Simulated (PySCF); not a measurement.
## Radial density of Be⁺ (beryllium, charge +1)

UHF, [He] 2s1, 2S determinant. All numbers are calculated (PySCF 2.14, no relativity, point nucleus, in pcseg-2).

```tsv
r (bohr)	4πr²ρ (e/bohr)	4πr²(ρα − ρβ)
0.00835	0.02890	0.0007
0.0140	0.07847	0.0018
0.0236	0.2048	0.0048
0.0397	0.5102	0.0118
0.0668	1.161	0.0264
0.112	2.295	0.0504
0.189	3.572	0.0719
0.318	3.798	0.0569
0.535	2.194	0.0036
0.900	0.5817	0.0943
1.51	0.4408	0.4204
2.54	0.3696	0.3696
4.28	0.05071	0.0507
7.20	0.0003645	0.0004
```
